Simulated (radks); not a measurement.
Results of a calculation; reference values are marked as such.
The cobalt ion Co2+ inside a hard spherical wall (all orbitals vanish at R), configuration held at [Ar] 3d7 and not refilled when levels cross. Level of theory: non-relativistic Kohn-Sham, PBE, spin-polarised, spherical densities, point nucleus; open shells are filled with parallel spins first (a radial shooting solver on a logarithmic mesh with Libxc functionals). Eigenvalues in eV for spin up, with the zero of energy where the potential of the charges vanishes at infinity; a dash marks a level that is unbound or too diffuse for the functional's potential to be trusted. A positive occupied level is held by the wall or, in an anion where self-interaction has pushed it up, behind a barrier. The pressure on the wall is -dE/dV.

| R (bohr) | E (hartree) | kinetic (hartree) | e(2p) | e(3s) | e(3p) | e(3d) | e(4s, empty) | e(4p, empty) | pressure (GPa) |
|---|---|---|---|---|---|---|---|---|---|
| free | -1381.54346 | 1380.524 | -785.50 | -120.20 | -85.404 | -28.495 | -21.045 | -14.887 | 0 |
| 12 | -1381.54346 | 1380.524 | -785.50 | -120.20 | -85.404 | -28.495 | -21.045 | -14.887 | < 0.0001 |
| 6 | -1381.54333 | 1380.526 | -785.49 | -120.19 | -85.393 | -28.485 | -20.976 | -14.620 | 0.0196 |
| 4 | -1381.52966 | 1380.635 | -784.86 | -119.66 | -84.872 | -27.967 | -18.801 | -10.764 | 4.63 |
| 2.5 | -1381.07696 | 1383.006 | -776.11 | -113.20 | -78.505 | -20.809 | 6.469 | 20.407 | 445 |
| 2 | -1379.72397 | 1389.331 | -761.08 | -103.15 | -68.117 | -8.430 | 49.891 | 67.620 | 3120 |
| 1.5 | -1372.58094 | 1417.958 | -714.12 | -70.140 | -32.970 | 31.347 | 189.55 | 208.24 | 32300 |
